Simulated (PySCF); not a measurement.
H2O, SMILES [OH2+], charge +1, multiplicity 2.

Geometry optimised at PBE0-D3(BJ)/def2-TZVPD.

Calculation: M06-2X/def2-TZVPD in PySCF.

Isolated molecule, no solvent.

**Question.** Estimate the frontier levels, dipole moment and polarisability. (An estimate is asked for; the answer gives what the named calculation found.)

**Answer.** 
```
Item                                                                Value
------------------------------------------------  -----------------------
α spin, highest occupied and lowest empty level       -25.68 and -7.02 eV
β spin, highest occupied and lowest empty level      -24.64 and -14.16 eV
dipole moment about the centre of nuclear charge                0.446 e·Å
mean static polarisability                            5.3 bohr³ (0.78 Å³)
polarisability, principal values                      4.3, 5.1, 6.4 bohr³
⟨S²⟩                                              0.753 (pure state 0.75)
```
